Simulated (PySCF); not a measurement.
PySCF input file for B(AsH2)2(F) (As₂BFH₄), SMILES FB([AsH2])[AsH2], PBE0/pcSseg-1. The structure is a stationary point at B3LYP-D3(BJ)/def2-SVP. The structure was generated by enumeration, and PubChem lists no compound with its InChIKey, so it may never have been made.

```python
import numpy as np
from pyscf import gto, scf, dft
from pyscf.prop.nmr import rks as nmr

mol = gto.M(
    atom='''
    B     0.00000000   -0.00000000    0.68086728
    As    1.80305956    0.06274522   -0.29716823
    H     2.43153066   -1.07139383    0.50939271
    H     1.34483691   -0.83896741   -1.43902818
    As   -1.80305956   -0.06274522   -0.29716823
    H    -2.43153065    1.07139384    0.50939273
    H    -1.34483692    0.83896741   -1.43902817
    F     0.00000001   -0.00000000    2.00755976
    ''',
    basis='pcSseg-1',
    charge=0,
    spin=0,
    max_memory=1600,
    verbose=3,
)
mf = dft.RKS(mol, xc='pbe0')
mf.grids.level = 3
mf.conv_tol = 1e-10
mf.max_cycle = 100
mf.kernel()
n = nmr.NMR(mf)
n.verbose = 2
n.max_cycle_cphf = 60
sigma = n.kernel()
print('atom   isotropic/ppm   span/ppm')
for i, s in enumerate(sigma):
    w = np.linalg.eigvalsh((s + s.T) / 2)
    print(f'{mol.atom_symbol(i):2s}{i + 1:3d} {w.mean():14.3f} {w[2] - w[0]:11.3f}')
```

Output:

```
converged SCF energy = -4597.73441174744
atom   isotropic/ppm   span/ppm
B   1         10.068     171.369
As  2       1783.464     353.792
H   3         28.194      18.242
H   4         28.327      17.255
As  5       1783.464     353.792
H   6         28.194      18.242
H   7         28.327      17.255
F   8        104.491     611.307
```

The calculation finished and met its thresholds.
